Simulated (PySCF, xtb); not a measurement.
Si(H)3(NHiPr) (C₃H₁₁NSi), SMILES CC(C)N[SiH3].

GFN2-xTB (xtb) at its own geometry gives an orbital gap of 5.39 eV and a dipole moment of 1.24 D.

Geometry optimised at PBE0-D3(BJ)/def2-SVP. One conformer was computed; it need not be the lowest.

### Question
What does HF/def2-TZVP (PySCF) give? (The exact figures need the calculation; the answer reports its results.)

### Answer
gap 13.35 eV (levels -10.05 and 3.30 eV), dipole 1.28 D.
